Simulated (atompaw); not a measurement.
gadolinium: one change to a PAW (atompaw) potential, before and after

gadolinium, PAW, made with atompaw 4.2.0.5 (PBEsol, scalar-relativistic). Core [Kr] 4d10 5s2, reference 4f7 5p6 5d1 6s0 6p0 (charge +2). Waves: 6s (bound, empty): rc 3.00 bohr; 6s channel at 3.05 Ry: rc 3.00 bohr; 5p (bound): rc 2.80 bohr; 6p (bound, empty): rc 3.00 bohr; 5d (bound): rc 3.00 bohr; 5d channel at -0.65 Ry: rc 3.00 bohr; 4f (bound): rc 1.00 bohr; 4f channel at 1.65 Ry: rc 1.00 bohr. Local part: vpsmatchnc scheme with l = 4 at 0 Ry, radius 3.00 bohr. Core correction: smooth core density matched at 2.40 bohr. Augmentation charge: sinc compensation charge, radius 2.50 bohr; PAW radius 3.00 bohr; waves and projectors: custom rrkj gramschmidtortho.

Change: wave 5d channel at -0.65 Ry: rc 3.00 bohr becomes 5d channel at 2.78 Ry: rc 3.00 bohr.

Cutoffs: the cutoffs (Ry, on a coarse ladder) from which the occupation-weighted sum of valence levels, in a spherical-Bessel basis at the reference potential, stays within 10 and 1 mRy of its value at 400 Ry; they do not see the model core or the augmentation charge, which bear on the density cutoff.

Question: What does the change do?

Answer: The potential gets neither clearly harder nor softer (200 Ry and 300 Ry → 200 Ry and 300 Ry); the bound ghosts move from d, s to s; the range in which the d phases agree widens (upper end 1.3 → at the end of the scan).

```tsv
quantity	base	changed
cutoff, loose	200 Ry	200 Ry
cutoff, tight	300 Ry	300 Ry
loose cutoff by channel (10 mRy a level)	p 10 Ry, d 8 Ry, f 140 Ry	p 10 Ry, d 10 Ry, f 140 Ry
bound ghosts	s, d	s
s: phases at 3.00 bohr within 0.05 rad from the reference energy up to (Ry; the scan ends near 5)	4.4	4.4
p: phases at 3.00 bohr within 0.05 rad from the reference energy up to (Ry; the scan ends near 5)	-0.2	-0.2
d: phases at 3.00 bohr within 0.05 rad from the reference energy up to (Ry; the scan ends near 5)	1.3	to the end of the scan
f: phases at 3.00 bohr within 0.05 rad from the reference energy up to (Ry; the scan ends near 5)	4.0	4.0
lowest overlap eigenvalue by channel	s 0.54, p 0.63, d 0.94, f 1.00	s 0.54, p 0.63, d 0.76, f 1.00
```

 A true bound ghost makes a file unfit for plane-wave use even where its test errors are small: the radial tests pick states by their node count and pass the ghost by. The cutoffs see the waves, projectors and local potential, not the compensation charge or the core.
